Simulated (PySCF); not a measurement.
Vertical excitations of a molecule C4H10OSi from PySCF with TDA-PBE/def2-SVPD, as energy in eV (oscillator strength): 5.72 (0.006), 5.85 (0.008), 6.20 (0.004), 6.47 (0.004), 6.50 (0.049), 6.88 (0.056). Lowest triplet (TDA): 4.30 eV. Geometry: B3LYP-D3(BJ)/def2-SVP. The values are those of a single conformer.

Task: Which molecule gave these data?
A) O[C@H]1C[C@H]1C[SiH3]
B) CC(C)=CO[SiH3]
C) C=C(C)[Si@@H](C)O
D) C=C(CC)[SiH2]O

Result: D, C=C(CC)[SiH2]O
